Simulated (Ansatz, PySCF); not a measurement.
Noncovalent pair: GeH4 (SMILES [GeH4]) (first 5 atoms) with C2H6O (SMILES COC); geometry from B3LYP-D3(BJ)/def2-TZVP.
(charge 0, multiplicity 1):
```xyz
14

Ge     0.2755     0.0049     0.6678
H     -0.1896    -1.4293     0.9469
H     -0.7187     1.0111     1.2663
H      0.3199     0.2217    -0.8582
H      1.6785     0.2426     1.2390
C      0.4901     0.8887     4.3430
O      0.1039    -0.3503     3.7891
C     -1.2405    -0.6740     4.0701
H      0.3997     0.8813     5.4365
H     -0.1206     1.7102     3.9468
H      1.5309     1.0562     4.0712
H     -1.4128    -0.7553     5.1507
H     -1.4488    -1.6342     3.6014
H     -1.9258     0.0802     3.6622
```

Counterpoise-corrected where a basis set is named; no monomer relaxation. Rows marked so take none.

Correlated levels freeze the cores. Filled d and f shells under p-block atoms count as core. Rows in 3-21G carry no dispersion term and start afresh at each structure; the Pople sets are all-electron and without relativity.

The values were computed with Ansatz (Gaussian orbitals); PySCF for 3-21G rows, M06-2X. 

Q: What interaction energy does M06-2X/def2-TZVPPD give?

A: -3.3 kcal/mol

Q: Estimate the interaction energy that MP2/aug-cc-pVDZ returns for this input.

A: -2.4 kcal/mol

Q: What interaction energy does B3LYP/3-21G (no counterpoise) give?

A: -5.4 kcal/mol

Ansatz is a quantum-chemistry and plane-wave program.
